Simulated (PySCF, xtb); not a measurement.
Sn(Cl)(OH)(NH2)2 (ClH5N2OSn), SMILES [NH2][Sn]([NH2])([OH])[Cl]. Other conformers were not sampled.

Harmonic wavenumbers (cm⁻¹) from GFN2-xTB run with xtb 6.7.1 at its own minimum, in rising order: 90, 101, 111, 119, 131, 140, 146, 226, 305, 424, 494, 519, 743, 760, 769, 791, 820, 1462, 1469, 3371, 3380, 3399, 3410, 3644.

What does PySCF with PBE0-D3(BJ)/def2-SVP give at its own minimum? (An estimate is asked for; the answer gives what the named calculation found.)

84, 108, 148, 156, 157, 171, 197, 252, 369, 541, 570, 635, 655, 666, 844, 858, 886, 1530, 1537, 3546, 3552, 3649, 3658, 3890. Paired by order, the mean absolute difference is 92 cm⁻¹ and the zero-point energies are 38.3 and 41.0 kcal/mol.
